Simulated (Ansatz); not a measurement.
System: CHI2, charge 0, multiplicity 2. It need not be the lowest isomer of its formula. 
Geometry from a B3LYP-D3(BJ)/def2-TZVP (Ansatz, a quantum-chemistry and plane-wave program) optimisation:
SMILES: I[CH]I
```xyz
4

I     -1.8101     0.0999     0.0202
C     -0.0162    -0.8857    -0.1989
I      1.8125     0.0341     0.0173
H     -0.0331    -1.7885    -0.7907
```
Charge 0, spin multiplicity 2.

Dipole moments at this geometry, in debye (magnitudes).

| level | program | dipole (D) |
|---|---|---|
| BLYP/def2-TZVPD | Ansatz | 0.38 |
| revPBE/def2-TZVPD | Ansatz | 0.40 |
| r2SCANh/def2-TZVPD | Ansatz | 0.51 |
| CAM-B3LYP/def2-TZVPD | Ansatz | 0.48 |
| wB97X-V/def2-TZVPD | Ansatz | 0.50 |
| CCSD(T)/def2-SVPD | Ansatz | 0.43 |
